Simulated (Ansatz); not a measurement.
Basis sets compared for (HBe-mu-H)2 (Be₂H₄). The state is a singlet with charge 0. Geometry PBE-D4/def2-TZVP. Ansatz on 4 threads of Arm Neoverse V2 on a shared host; times are rough, and most runs start from earlier orbitals.

Cartesian coordinates in Å:
```
Be -0.005 0.997 -0.148
H -0.010 2.322 -0.350
H 0.642 0.134 0.874
Be 0.004 -0.997 0.149
H 0.014 -2.322 0.347
H -0.645 -0.133 -0.872
```

Binding counts from free atoms (Be singlet, H doublet) in the same basis, without a counterpoise term.

```json
{"level": "PBE-D4/def2-SVP", "functions": "38", "energy (Eh)": "-31.7452", "HOMO (eV)": "-7.36", "LUMO (eV)": "-3.27", "binding per atom (eV)": "2.39", "wall time": "0.15 s"}
{"level": "PBE-D4/def2-TZVP", "functions": "62", "energy (Eh)": "-31.7817", "HOMO (eV)": "-7.41", "LUMO (eV)": "-3.27", "binding per atom (eV)": "2.39", "wall time": "0.2 s"}
{"level": "r2SCAN-D4/def2-TZVP", "functions": "62", "energy (Eh)": "-31.8366", "HOMO (eV)": "-7.72", "LUMO (eV)": "-2.85", "binding per atom (eV)": "2.45", "wall time": "0.45 s"}
{"level": "PBE0-D4/def2-SVP", "functions": "38", "energy (Eh)": "-31.7667", "HOMO (eV)": "-8.71", "LUMO (eV)": "-2.43", "binding per atom (eV)": "2.40", "wall time": "0.2 s"}
{"level": "PBE0-D4/def2-TZVP (with forces)", "functions": "62", "energy (Eh)": "-31.8027", "HOMO (eV)": "-8.75", "LUMO (eV)": "-2.41", "binding per atom (eV)": "2.39", "wall time": "0.3 s"}
```

(1) Estimate the rows for PBE-D4/def2-TZVPD, r2SCAN-D4/def2-TZVPD, PBE0-D4/def2-TZVPD.

Answers

(1) 
| level | functions | energy (Eh) | HOMO (eV) | LUMO (eV) | binding per atom (eV) | wall time |
| --- | --- | --- | --- | --- | --- | --- |
| PBE-D4/def2-TZVPD | 80 | -31.7837 | -7.42 | -3.29 | 2.40 | 0.3 s |
| r2SCAN-D4/def2-TZVPD | 80 | -31.8379 | -7.73 | -2.86 | 2.46 | 0.6 s |
| PBE0-D4/def2-TZVPD | 80 | -31.8043 | -8.76 | -2.44 | 2.40 | 0.25 s |
